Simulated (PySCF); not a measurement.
First SCF of a structure search on triplet PdH₅⁻, at a hand-made square pyramidal geometry. PySCF input:

```python
from pyscf import gto, scf, dft
mol = gto.M(atom='''
Pd     0.000000     0.000000     0.000000
H      0.000000     0.000000     1.520000
H      1.486800     0.000000    -0.316000
H      0.000000     1.486800    -0.316000
H     -1.486800     0.000000    -0.316000
H     -0.000000    -1.486800    -0.316000''',
    basis={'Pd': 'def2-TZVPD', 'H': 'def2-TZVPD'},
    ecp={'Pd': 'def2-TZVPD'},
    charge=-1, spin=2)
mf = dft.UKS(mol, xc='PBE0')
mf.grids.atom_grid = (50, 194)
aux = {'Pd': 'def2-universal-JKFIT', 'H': 'def2-universal-JKFIT'}
mf = mf.density_fit(auxbasis=aux)
mf.conv_tol = 1e-08
mf.diis_space = 10
mf.max_cycle = 60
mf.init_guess = 'minao'
mf.verbose = 4
mf.kernel()
```

Excerpt of the output (cycles alone):

```
init E= -121.226348028292
cycle= 1 E= -129.087586199665  delta_E= -7.86  |g|= 2.16  |ddm|= 4.89
cycle= 2 E= -112.664492004216  delta_E= 16.4  |g|= 4.45  |ddm|= 30.8
cycle= 3 E= -130.178670205308  delta_E= -17.5  |g|= 1.09  |ddm|= 30.8
cycle= 4 E= -130.731759662004  delta_E= -0.553  |g|= 0.11  |ddm|= 2.57
cycle= 5 E= -130.738056046891  delta_E= -0.0063  |g|= 0.0632  |ddm|= 0.214
cycle= 6 E= -130.739862951166  delta_E= -0.00181  |g|= 0.0151  |ddm|= 0.0681
cycle= 7 E= -130.74021519972  delta_E= -0.000352  |g|= 0.0145  |ddm|= 0.0389
cycle= 8 E= -130.740305127144  delta_E= -8.99e-05  |g|= 0.00918  |ddm|= 0.0169
cycle= 9 E= -130.740339768507  delta_E= -3.46e-05  |g|= 0.00335  |ddm|= 0.01
cycle= 10 E= -130.740348224542  delta_E= -8.46e-06  |g|= 0.000772  |ddm|= 0.00619
cycle= 11 E= -130.740350215633  delta_E= -1.99e-06  |g|= 0.000702  |ddm|= 0.00237
cycle= 12 E= -130.740354362434  delta_E= -4.15e-06  |g|= 0.000658  |ddm|= 0.00525
cycle= 13 E= -130.740360287882  delta_E= -5.93e-06  |g|= 0.000584  |ddm|= 0.00826
cycle= 14 E= -130.740377353253  delta_E= -1.71e-05  |g|= 0.000343  |ddm|= 0.0346
cycle= 15 E= -130.740378546551  delta_E= -1.19e-06  |g|= 0.000251  |ddm|= 0.00402
cycle= 16 E= -130.740381801185  delta_E= -3.25e-06  |g|= 0.000176  |ddm|= 0.024
cycle= 17 E= -130.740381812642  delta_E= -1.15e-08  |g|= 3.02e-05  |ddm|= 0.00136
cycle= 18 E= -130.740381829417  delta_E= -1.68e-08  |g|= 1.49e-05  |ddm|= 0.00213
cycle= 19 E= -130.740381830184  delta_E= -7.66e-10  |g|= 4.21e-06  |ddm|= 0.000544
Extra cycle  E= -130.740381830183  delta_E= 6.82e-13  |g|= 7.83e-06  |ddm|= 1.26e-05
converged SCF energy = -130.740381830183  <S^2> = 2.0058927  2S+1 = 3.0039259
```

No lower solution of this spin was found from smeared starts or by a stability analysis within the unrestricted form.

Other spin states or occupations of the open shell can lie lower.

The search for the lowest solution, 3 starts and the stability check together, took 54 s on 2 threads of a shared Intel Xeon @ 2.50GHz (Skylake/Cascade Lake) host, with 85 basis functions; the process peaked at 0.58 GiB.
